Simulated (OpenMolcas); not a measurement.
A run on Co4+ among 6 point charges of -2 e arranged as a tetragonal octahedron (D4h), 1.81 Å from the ion, with the axial distance 1.647 Å.

```
Program             : OpenMolcas
Method              : SS-CASPT2, IPEA 0.25 Eh, imaginary shift 0.1 Eh (closed shells correlated: 3s 3p)
Basis               : ANO-RCC-VTZP [6s5p3d2f1g]
Scalar Hamiltonian  : DKH2, point nucleus
Active space        : 5 electrons in 5 orbitals (3d)
State averaging     : 2S+1 = 6 even, 1 root; 2S+1 = 4 even, 24 roots; 2S+1 = 2 even, 75 roots
Spin-orbit coupling : RASSI with atomic mean-field integrals over the reference wave functions
```

First CASPT2 step and the start of its output:

```
&CASPT2
Multistate=1 1
Frozen=2 3
IPEA=0.25
Imaginary=0.1
MaxIter=60
WThr=0.0 0.3 0.05
PrWF=0.5
NoMix
```

```
--- CASPT2 ---
Orbital specifications:
      -----------------------

      Symmetry species                           1   2
                                                ag  au
      Frozen orbitals                            2   3
      Inactive orbitals                          1   3
      Active orbitals                            5   0
      Secondary orbitals                        22  23
      Deleted orbitals                           0   0
      Number of basis functions                 30  29
Type of calculation                        SS-CASPT2
      Fock operator                              state-specific
      IPEA shift                                 0.25
      Real shift                                 0.00
      Imaginary shift                            0.10
      The input orbitals will be transformed to quasi-canonical
Reference energy:       -1402.5408929320
      E2 (Non-variational):      -0.3349108703
      Shift correction:          -0.0000474998
      E2 (Variational):          -0.3349583701
      Total energy:           -1402.8758513021
      Residual norm:              0.0000001900
      Reference weight:           0.96585
      Contributions to the CASPT2 correlation energy
      Active & Virtual Only:         -0.0596796760
      One Inactive Excited:          -0.1770673250
      Two Inactive Excited:          -0.0981638693
::    CASPT2 Root  1     Total energy:  -1402.87585130
--- CASPT2 ---
Orbital specifications:
      -----------------------

      Symmetry species                           1   2
                                                ag  au
      Frozen orbitals                            2   3
      Inactive orbitals                          1   3
      Active orbitals                            5   0
...
```

Over all roots the printed reference weights run from 0.00 to 0.97, and roots that are degenerate in the reference spread by up to 6400 cm-1.

Task: Did the run give usable levels, and if not, why?

Result: No. The equations converged, but the reference weight falls to 0.00 for at least one root against 0.97 for the best. A drop of that size marks an intruder state, so the energies of such roots and the levels built on them can't be trusted.
